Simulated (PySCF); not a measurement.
PySCF input file for CH6CdSi, SMILES [CH3][Cd][SiH3], PBE-D3(BJ)/def2-SVP. Coordinates come from a PBE-D3(BJ)/def2-SVP optimisation. The structure was generated by enumeration; whether it is a known compound was not checked. The def2 effective core potentials stand for the cores of Cd; spin–orbit coupling is left out.

```python
import numpy as np
from pyscf import gto, scf, dft, df
from pyscf.hessian import thermo

mol = gto.M(
    atom='''
    Cd   -0.00000000   -0.00000000   -0.32726353
    C     0.00000001    0.00000000   -2.46496001
    H    -0.14276521    1.02845329   -2.85346879
    H    -0.81928407   -0.63786495   -2.85346879
    H     0.96204929   -0.39058834   -2.85346879
    Si    0.00000000   -0.00000000    2.19665163
    H    -0.93592780   -1.03857781    2.76856425
    H    -0.43147087    1.32982617    2.76856425
    H     1.36739868   -0.29124835    2.76856425
    ''',
    basis='def2-SVP',
    ecp={'Cd': 'def2-svp'},
    charge=0,
    spin=0,
    max_memory=1600,
    verbose=3,
)
mf = dft.RKS(mol, xc='pbe').density_fit(auxbasis='def2-universal-jkfit')
mf.disp = 'd3bj'
mf.grids.level = 3
mf.conv_tol = 1e-11
mf.max_cycle = 100
mf.kernel()

# [left out here: the lines that compute and print the analytic Hessian (its translational invariance restored by hand, since the grid's response is missing), thermochemistry and intensities]
```

Output:

```
converged SCF energy = -498.584372587755

WARN: DFTD3 does not support analytical Hessian, using finite difference


WARN: Mole.unit (angstrom) is changed to Bohr

Mode                                 0                   1                   2
Irrep
Freq [cm^-1]                      -20.1092             96.7029             96.7222
Reduced mass [au]                   1.0080              3.3998              3.3999
Force const [Dyne/A]               -0.0002              0.0187              0.0187
Char temp [K]                     -28.9326            139.1340            139.1618
Normal mode                   x     y     z       x     y     z       x     y     z
       0  Cd                 0.00  0.00 -0.00    0.04  0.02 -0.00   -0.02  0.04 -0.00
       1   C                -0.00 -0.00 -0.00   -0.16 -0.07 -0.00    0.07 -0.16 -0.00
       2   H                 0.46  0.06 -0.00   -0.21 -0.09 -0.04    0.09 -0.21 -0.14
       3   H                -0.28  0.36  0.00   -0.21 -0.09  0.14    0.09 -0.21  0.04
       4   H                -0.17 -0.43 -0.00   -0.21 -0.09 -0.10    0.09 -0.21  0.10
       5  Si                -0.00 -0.00  0.00   -0.07 -0.03  0.00    0.03 -0.07  0.00
       6   H                 0.25 -0.23 -0.00   -0.11 -0.05 -0.11    0.05 -0.12 -0.05
       7   H                -0.33 -0.11 -0.00   -0.12 -0.05  0.01    0.05 -0.11  0.13
       8   H                 0.07  0.34  0.00   -0.11 -0.05  0.10    0.05 -0.12 -0.07
Mode                                 3                   4                   5
Irrep
Freq [cm^-1]                      277.6859            406.9328            406.9363
Reduced mass [au]                   8.5533              1.1320              1.1320
Force const [Dyne/A]                0.3886              0.1104              0.1104
Char temp [K]                     399.5282            585.4858            585.4907
Normal mode                   x     y     z       x     y     z       x     y     z
       0  Cd                -0.00  0.00  0.04    0.01 -0.00  0.00    0.00  0.01  0.00
       1   C                -0.00 -0.00  0.06   -0.00 -0.00 -0.00    0.00 -0.00 -0.00
       2   H                 0.00 -0.00  0.05   -0.05  0.00  0.02   -0.00 -0.04 -0.10
       3   H                 0.00  0.00  0.05   -0.04  0.01  0.08   -0.00 -0.04  0.07
       4   H                -0.00  0.00  0.05   -0.04  0.00 -0.10   -0.00 -0.05  0.03
       5  Si                 0.00 -0.00 -0.16   -0.06  0.00 -0.00   -0.00 -0.06  0.00
       6   H                 0.00 -0.00 -0.16    0.26 -0.05  0.41   -0.02  0.25  0.52
       7   H                -0.00  0.00 -0.16    0.28  0.01  0.24    0.04  0.23 -0.62
       8   H                 0.00  0.00 -0.16    0.22 -0.00 -0.66    0.03  0.28  0.10
Mode                                 6                   7                   8
Irrep
Freq [cm^-1]                      481.6193            647.3785            647.3831
Reduced mass [au]                   4.2761              1.1893              1.1893
Force const [Dyne/A]                0.5844              0.2937              0.2937
Char temp [K]                     692.9430            931.4335            931.4402
Normal mode                   x     y     z       x     y     z       x     y     z
       0  Cd                 0.00  0.00 -0.04    0.01 -0.00  0.00    0.00  0.01  0.00
       1   C                -0.00 -0.00  0.24   -0.11  0.02 -0.00   -0.02 -0.11 -0.00
       2   H                 0.00 -0.00  0.24    0.23 -0.01 -0.19    0.04  0.15  0.66
       3   H                 0.00  0.00  0.24    0.19 -0.07 -0.47   -0.01  0.19 -0.49
       4   H                -0.00  0.00  0.24    0.16 -0.01  0.66    0.05  0.22 -0.16
       5  Si                -0.00 -0.00  0.01   -0.01  0.00  0.00   -0.00 -0.01  0.00
       6   H                 0.00  0.01  0.03    0.04 -0.02  0.04   -0.01  0.03  0.06
       7   H                 0.00 -0.01  0.03    0.04  0.00  0.03    0.01  0.02 -0.07
       8   H                -0.01  0.00  0.03    0.02 -0.00 -0.08    0.01  0.04  0.01
Mode                                 9                  10                  11
Irrep
Freq [cm^-1]                      819.7339            907.5561            907.5599
Reduced mass [au]                   1.1023              1.0310              1.0310
Force const [Dyne/A]                0.4364              0.5003              0.5003
Char temp [K]                    1179.4145           1305.7711           1305.7766
Normal mode                   x     y     z       x     y     z       x     y     z
       0  Cd                 0.00 -0.00 -0.00   -0.00 -0.00  0.00    0.00 -0.00  0.00
       1   C                -0.00  0.00  0.01    0.00  0.00 -0.00   -0.00  0.00 -0.00
       2   H                 0.00 -0.00 -0.00   -0.00 -0.00 -0.01    0.00 -0.00 -0.01
       3   H                 0.00  0.00 -0.00   -0.00 -0.00  0.01    0.00 -0.00 -0.00
       4   H                -0.00  0.00 -0.00   -0.00 -0.00 -0.00    0.00 -0.00  0.01
       5  Si                 0.00 -0.00  0.06   -0.02 -0.02  0.00    0.02 -0.02 -0.00
       6   H                -0.14 -0.16 -0.51   -0.17 -0.04 -0.31   -0.52  0.50  0.04
       7   H                -0.06  0.20 -0.51    0.57  0.09  0.19   -0.39 -0.25  0.25
       8   H                 0.20 -0.04 -0.51    0.09  0.67  0.12    0.19  0.24 -0.29
Mode                                12                  13                  14
Irrep
Freq [cm^-1]                     1121.0769           1379.5239           1379.5335
Reduced mass [au]                   1.2013              1.0580              1.0580
Force const [Dyne/A]                0.8896              1.1863              1.1863
Char temp [K]                    1612.9801           1984.8278           1984.8415
Normal mode                   x     y     z       x     y     z       x     y     z
       0  Cd                 0.00  0.00 -0.00    0.00  0.00  0.00    0.00 -0.00 -0.00
       1   C                -0.00 -0.00  0.12    0.06  0.02  0.00    0.02 -0.06 -0.00
       2   H                 0.03 -0.20 -0.48   -0.71 -0.08  0.03   -0.06 -0.16 -0.29
       3   H                 0.16  0.12 -0.48   -0.06  0.31 -0.27   -0.45  0.48  0.12
       4   H                -0.19  0.08 -0.48   -0.05 -0.44  0.24    0.30  0.50  0.17
       5  Si                -0.00 -0.00  0.00   -0.00 -0.00  0.00   -0.00  0.00 -0.00
       6   H                 0.00  0.01  0.01    0.00  0.00  0.00   -0.00 -0.00 -0.00
       7   H                 0.00 -0.01  0.01   -0.00 -0.00  0.00    0.00 -0.00  0.00
       8   H                -0.01  0.00  0.01    0.00 -0.00 -0.00    0.00  0.00 -0.00
Mode                                15                  16                  17
Irrep
Freq [cm^-1]                     2123.0769           2136.6938           2136.6968
Reduced mass [au]                   1.0208              1.0500              1.0500
Force const [Dyne/A]                2.7109              2.8245              2.8245
Char temp [K]                    3054.6350           3074.2267           3074.2309
Normal mode                   x     y     z       x     y     z       x     y     z
       0  Cd                -0.00  0.00 -0.00   -0.00  0.00 -0.00   -0.00 -0.00  0.00
       1   C                -0.00  0.00  0.00    0.00  0.00  0.00   -0.00  0.00 -0.00
       2   H                -0.00  0.00  0.00    0.00  0.00  0.00    0.00  0.00 -0.00
       3   H                -0.00 -0.00  0.00    0.00 -0.00 -0.00    0.00 -0.00  0.00
       4   H                 0.00 -0.00  0.00   -0.00 -0.00 -0.00    0.00  0.00 -0.00
       5  Si                -0.00  0.00  0.02   -0.02  0.03 -0.00   -0.03 -0.02 -0.00
       6   H                 0.36  0.40 -0.20   -0.11 -0.10  0.06    0.48  0.54 -0.30
       7   H                 0.17 -0.51 -0.20    0.21 -0.67 -0.29   -0.08  0.21  0.10
       8   H                -0.52  0.11 -0.20    0.54 -0.10  0.23    0.48 -0.11  0.20
Mode                                18                  19                  20
Irrep
Freq [cm^-1]                     2974.0525           3081.8689           3081.8783
Reduced mass [au]                   1.0318              1.1027              1.1027
Force const [Dyne/A]                5.3770              6.1709              6.1709
Char temp [K]                    4278.9994           4434.1232           4434.1367
Normal mode                   x     y     z       x     y     z       x     y     z
       0  Cd                -0.00  0.00  0.00   -0.00 -0.00  0.00    0.00 -0.00 -0.00
       1   C                 0.00 -0.00 -0.05   -0.01 -0.09  0.00    0.09 -0.01  0.00
       2   H                 0.07 -0.53  0.18   -0.10  0.69 -0.26   -0.01  0.21 -0.08
       3   H                 0.43  0.33  0.18    0.42  0.31  0.20   -0.38 -0.32 -0.19
       4   H                -0.50  0.20  0.18   -0.16  0.04  0.06   -0.65  0.27  0.26
       5  Si                -0.00  0.00  0.00   -0.00 -0.00  0.00    0.00 -0.00  0.00
       6   H                 0.00  0.00 -0.00   -0.00  0.00  0.00   -0.00  0.00 -0.00
       7   H                 0.00 -0.00 -0.00    0.00  0.00 -0.00   -0.00 -0.00 -0.00
       8   H                -0.00  0.00 -0.00    0.00  0.00  0.00   -0.00 -0.00  0.00
temperature 298.1500 [K]
pressure 101325.00 [Pa]
Rotational constants [GHz] 55.10685 1.85278 1.85278
Symmetry number 3
Zero-point energy (ZPE) 0.05721 [Eh]   150194.817 [J/mol]
                           tot       elec      trans        rot        vib
Entropy [J/mol/K]       319.374      0.000    171.929     95.233     52.212
Cv [J/mol/K]             82.662      0.000     12.472     12.472     57.719
Cp [J/mol/K]             90.976      0.000     20.786     12.472     57.719
Internal energy [J/mol]                      3718.434   3718.434 158762.917
Internal energy [Eh]   -498.52107  -498.58437
Enthalpy [J/mol]                             6197.391   3718.434 158762.917
Enthalpy [Eh]          -498.52013
Gibbs free energy [J/mol]                  -45063.212 -24675.262 143195.812
Gibbs free energy [Eh] -498.55639
mode   freq/cm-1   IR/(km/mol)
   1      -20.11         0.000
   2       96.70         2.095
   3       96.72         2.095
   4      277.69         3.710
   5      406.93         4.853
   6      406.94         4.853
   7      481.62        42.583
   8      647.38        22.903
   9      647.38        22.903
  10      819.73       267.166
  11      907.56        32.817
  12      907.56        32.817
  13     1121.08         2.787
  14     1379.52         1.084
  15     1379.53         1.085
  16     2123.08        84.508
  17     2136.69        92.454
  18     2136.70        92.457
  19     2974.05        13.553
  20     3081.87         5.735
  21     3081.88         5.735
max |gradient| / (hartree/bohr): 7.02004069242794e-05
APT charges: [ 0.5717 -0.2645 -0.0267 -0.0267 -0.0267  0.4896 -0.2388 -0.2388 -0.2388]
```

The run converged. The end point has an imaginary mode, so it is no minimum.

Cost: around 80 core-seconds (rough).
